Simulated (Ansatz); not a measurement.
Gas-phase electronic energies from Ansatz, PBE0-D4/def2-TZVP geometries. CCSD(T)/CBS is the MP2 limit (def2-TZVPP, def2-QZVPP) plus CCSD(T) − MP2 in def2-TZVPP, frozen cores. DFT in def2-TZVPP. For Se outer-core shells are correlated without core-valence functions, which leaves a few kJ/mol of doubt a bond. Scalar relativity is left out up to krypton. Each species was taken in one conformer, which may not be the lowest.

`F[Si](F)([SeH])[SeH]` + `BN[SiH3]` → `[SiH3]NB[SeH]` + `F[SiH](F)[SeH]`  (formal exchange of groups at the Se–Si bond)

| level | ΔE (kcal/mol) |
| --- | --- |
| PBE-D4 | 0.1 |
| r2SCAN-D4 | -0.1 |
| PBE0-D4 | 0.1 |
| ωB97M-V | 0.5 |
| SCS-MP2/def2-TZVPP | -1.3 |
| CCSD(T)/def2-TZVPP | -1.4 |
| MP2/CBS(def2) | -0.1 |
| CCSD/CBS(def2) | -0.4 |

(1) What does CCSD(T)/CBS give? (An estimate is asked.)

Largest T1 diagnostic among the species: 0.012.

## Answers

(1) Ansatz gave: -0.4 kcal/mol. The listed levels differ from it by 0.5, 0.3, 0.5, 0.9, -0.9, -1.0, 0.3, 0.0 kcal/mol.

The D4 term adds +1.2 kcal/mol with B3LYP and +0.6 kcal/mol with PBE0; it sums over pairs of atoms, weighted by their polarisabilities, and B3LYP, whose exchange is more repulsive, gets the larger term.

B3LYP here is the variant with VWN-RPA as its local correlation; programs differ in this.
